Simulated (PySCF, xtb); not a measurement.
C3H8FNSi, SMILES C/C=N/[C@H](F)[SiH3]. The values are those of a single conformer.

Harmonic wavenumbers (cm⁻¹) from xtb with GFN2-xTB at its own minimum, in rising order: 92, 101, 127, 182, 192, 222, 353, 383, 510, 550, 664, 700, 745, 766, 773, 857, 905, 935, 1028, 1110, 1136, 1149, 1263, 1343, 1390, 1462, 1463, 1746, 2287, 2292, 2311, 2895, 2909, 3004, 3017, 3061.

What does PBE-D3(BJ)/def2-SVP (PySCF) give at its own minimum? (The exact figures need the calculation; the answer reports its results.)

95, 139, 156, 192, 219, 234, 355, 404, 507, 603, 680, 741, 860, 873, 880, 900, 912, 944, 1037, 1090, 1117, 1158, 1271, 1311, 1355, 1393, 1397, 1709, 2171, 2186, 2192, 2954, 2962, 2984, 3034, 3093. Paired by order, the mean absolute difference is 41 cm⁻¹ and the zero-point energies are 62.8 and 63.1 kcal/mol.
